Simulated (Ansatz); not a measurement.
`[CH3][SnH]([NH2])[F]`, relaxed with RKS PBE0-D4/def2-TZVP in Ansatz 0.2.0 from a PBE-D4/def2-SVP geometry. The force threshold is 0.005 eV/Å; the program also tests the step.

The species carries charge 0 and has multiplicity 1. Sn takes the def2 core potential.

Start:

```xyz
10

C     0.863   -1.280    0.501
Sn    0.220    0.738    0.101
N    -1.605    0.759   -0.825
F    -0.129    1.518    1.875
H    -0.030   -1.917    0.653
H     1.459   -1.670   -0.347
H     1.478   -1.286    1.422
H     1.328    1.861   -0.614
H    -1.899   -0.160   -1.175
H    -1.685    1.438   -1.590
```

```tsv
step	energy (eV)	largest force (eV/Å)	largest move (Å)
1	-11171.0786	0.646	0.000
2	-11171.1411	0.255	0.062
3	-11171.1500	0.095	0.025
4	-11171.1509	0.160	0.024
5	-11171.1525	0.083	0.024
6	-11171.1537	0.045	0.038
7	-11171.1541	0.036	0.030
8	-11171.1544	0.047	0.040
9	-11171.1546	0.035	0.011
10	-11171.1547	0.016	0.018
11	-11171.1548	0.018	0.025
12	-11171.1548	0.016	0.018
13	-11171.1548	0.010	0.011
14	-11171.1548	0.011	0.002
15	-11171.1548	0.002	0.003
```

End:

```xyz
10

C     0.861   -1.258    0.503
Sn    0.209    0.721    0.112
N    -1.516    0.754   -0.898
F    -0.224    1.410    1.864
H     0.018   -1.840    0.877
H     1.248   -1.722   -0.404
H     1.643   -1.238    1.262
H     1.298    1.879   -0.504
H    -1.922   -0.129   -1.166
H    -1.614    1.423   -1.646
```

Run time 43 s (4 threads of a server CPU on a shared host); peak host memory 0.43 GiB.
